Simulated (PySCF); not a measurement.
A structure optimised at PBE-D3(BJ)/def2-TZVPD, used in a PySCF frequency run:

```
Al
H 1 1.6548
H 1 1.6548 2 109.47
H 1 1.6548 2 109.47 3 -120.00
H 1 1.6548 2 109.47 4 -120.00
```
Charge -1, spin multiplicity 1.

### Question
Write its SMILES, formula and point group.

### Answer
[AlH4-], AlH4, Td

### Question
What are its rotational constants (standard atomic weights)?

### Answer
68.659, 68.659, 68.659 GHz
